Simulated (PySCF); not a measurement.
Structure problem from calculated spectra and properties.

Formula: C4H12O2Si.

| Property | Result |
| --- | --- |
| Triplet | lowest triplet excitation (Tamm–Dancoff): 6.84 eV [TDA PBE0/def2-SVPD] |
| Polarisability | 80.8 au [PBE0/def2-SVPD] |
| Rotational structure | rotational constants A, B, C: 3.826, 1.240, 1.194 GHz [GFN2-xTB] |
| 1H NMR | chemical shifts (computed TMS as zero) by class: 5.12 (2 H), 1.37 (1 H), 1.35 (9 H) ppm [GIAO PBE0/pcSseg-1] |
| Dipole | 2.22 D [PBE0/def2-SVPD] |
| UV, first state | lowest singlet excitation: 7.13 eV (174 nm, f = 0.000) [TDDFT PBE0/def2-SVPD] |
| UV, strongest line | among the 6 lowest singlet transitions: S5 at 8.03 eV (154 nm, f = 0.060) [TDDFT PBE0/def2-SVPD] |
| 13C NMR | chemical shifts (computed TMS as zero) by class: 72.9 (1 C), 33.7 (3 C) ppm [GIAO PBE0/pcSseg-1] |

Electronic properties: PySCF, gas phase, density fitting. Levels stand in brackets. Isolated species at its GFN2-xTB geometry (one conformer only). Each NMR value is the plain mean over a class of atoms that symmetry, rotation or inversion makes alike.

Q: What is the compound? Reason from the data.

A: Numbering: `[CH3:1][C:2]([CH3:3])([CH3:4])[O:5][SiH2:6][OH:7]`. Its formula, C4H12O2Si, gives 0 degrees of unsaturation, so no ring and no π bond. 4 carbons fall into 2 classes; from least to most shielded: sp3 carbon bound to oxygen [C2] (72.9 ppm), methyl carbon [C1/C3/C4] (33.7 ppm, 3 C, up to 2.3 ppm apart in this geometry). Hydrogen classes from least to most shielded: 2 H on an oxygen-bound silicon, Si6 (5.12 ppm), 1 H on a silanol oxygen, O7 (1.37 ppm), 9 H on 3 methyl carbons, C1/C3/C4 (1.35 ppm, a mean of values up to 0.7 ppm apart in this geometry). The optimised geometry has point group C1 and is an asymmetric top. Structure: `CC(C)(C)O[SiH2]O`. Computed isomers that give other values at the same levels: `CO[Si](C)(C)OC` (rotational constant A: 2.326 GHz; this holds for the one conformer computed); `CCCO[SiH2]OC` (13C chemical shifts (computed TMS as zero) by class: 69.1 (1 C), 50.3 (1 C), 29.9 (1 C), 13.1 (1 C) ppm); `COC(C[SiH3])OC` (13C chemical shifts (computed TMS as zero) by class: 105.9 (1 C), 52.1 (2 C), 13.7 (1 C) ppm). The assignments are read from this structure; whether some other isomer fits the data as well wasn't checked.

Conformer computed: `[CH3:1][C:2]([CH3:3])([CH3:4])[O:5][SiH2:6][OH:7]`: C1–C2–O5–Si6 164°, C2–O5–Si6–O7 179°, H–O7–Si6–O5 -22°.
